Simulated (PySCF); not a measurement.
C₆ coefficients of unlike pairs at PBE0

Calculated with PySCF 2.14 from the dipole response of each species, C₆(A,B) = (3/π) ∫ α_A(iu) α_B(iu) du, in atomic units, from isotropic polarisabilities. For ions this is the dispersion term alone; charge-induced terms of lower order in 1/R come first.

```csv
species,configuration,basis,relativity,α (bohr³),C₆ (like pair)
Ne³⁺,[He] 2s2 2p3 (4S),dyall-av3z (15s9p3d2f),none,0.6923,0.6076
Cl,[Ne] 3s2 3p5 (2P),def2-QZVPPD (10s7p5d2f1g),none,15.02,94.82
P,[Ne] 3s2 3p3 (4S),aug-cc-pCVQZ-DK (10s9p7d5f3g),spin-free X2C,26.53,196.4
Sc⁺,[Ar] 3d1 4s1 (3D),aug-cc-pVDZ (7s6p4d2f),none,63.62,433.6
```

Estimate C₆ for Sc⁺ with P.

The integral gives 268.0. The combination rule 2 C_A C_B / (C_A α_B/α_A + C_B α_A/α_B) gives 261.3 and the geometric mean 291.9.

No spin-orbit coupling is included.

The other pairs:

| pair | C₆ |
| --- | --- |
| Sc⁺, Cl | 171.5 |
| P, Ne³⁺ | 8.436 |
| P, Cl | 133.9 |
| Cl, Ne³⁺ | 6.527 |
| Sc⁺, Ne³⁺ | 9.870 |
